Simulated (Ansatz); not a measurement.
B₄Cl⁺. The state is a singlet with charge 1. Geometry r2SCAN-D4/def2-SVP; atoms count from 1.

```xyz
5

B    -1.1697    0.2748   -0.1552
B     1.9076    0.3113    0.4074
B     1.6130   -1.1384    0.0598
B     0.3901   -0.0914    0.0517
Cl   -2.7410    0.6436   -0.3637
```

The restricted singlet is unstable towards broken spin symmetry in Hartree–Fock (as tested in another run); at PBE0-D4/def2-TZVP this wasn't settled. The structure comes from a short search, and lower isomers may exist.

Estimate the Mulliken populations from the PBE0/def2-TZVP orbitals of Ansatz.


```
atom  charge (e)
  B1        0.19
  B2        0.22
  B3        0.22
  B4        0.04
 Cl5        0.32
```
Mulliken values depend strongly on the basis.

And the Mayer bond orders between heavy atoms (over 0.3)?

B1–B4 1.14 (1.62 Å); B1–Cl5 1.85 (1.63 Å); B2–B3 1.81 (1.52 Å); B2–B4 1.29 (1.61 Å); B3–B4 1.29 (1.61 Å).
